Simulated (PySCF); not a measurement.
**Solvent effects on NMR parameters**

Atoms are numbered as in `[CH3:1][c:2]1[c:3]([F:4])[cH:5][cH:6][cH:7][c:8]1[Cl:9]`. Hydrogens are named by the atom that carries them.

GIAO PBE0/pcSseg-1 in PySCF 2.14.0 with density-fitted response routines on one PBE0-D3(BJ)/def2-SVP conformer, non-relativistic, equivalent nuclei averaged. Solvents enter as an IEF-PCM continuum (cyclohexane with ε = 2.0, dichloromethane with ε = 8.9) around the gas-phase geometry. Shifts are referred to TMS, CFCl3 computed in the same medium.

In cyclohexane, δ in ppm: C3 168.4, C8 147.0, C6 132.8, C2 130.5, C7 130.5, C5 119.2, C1 13.4, F4 -114.6, H(C7) 7.34, H(C6) 7.34, H(C5) 7.16, H(C1) 2.32. Dipole moment 1.04 D.

Q: How does each δ change in the more polar medium?

A: 
```csv
atoms,environment,"Δδ, dichloromethane"
C3,aromatic carbon bearing fluorine,+0.4
C8,aromatic carbon bearing chlorine,-0.1
C6,aromatic CH,+1.1
C2,substituted aromatic carbon,+0.8
C7,aromatic CH,+0.9
C5,aromatic CH,+1.0
C1,methyl carbon on an aromatic ring,+0.3
F4,aryl fluorine,-0.6
H(C7),hydrogen on an aromatic CH,+0.12
H(C6),hydrogen on an aromatic CH,+0.15
H(C5),hydrogen on an aromatic CH,+0.14
H(C1),hydrogen on a methyl carbon on an aromatic ring,+0.03
```

Changes are relative to cyclohexane. The dipole moment becomes 1.20 D in dichloromethane.

Q: Which nuclei move most (in ppm), and what does the model miss?

A: C6 (aromatic CH, +1.1 ppm) and C5 (aromatic CH, +1.0 ppm) in dichloromethane. A continuum only polarises the solute; specific hydrogen bonds, the anisotropy of aromatic solvents and changes of geometry or conformer are outside it.
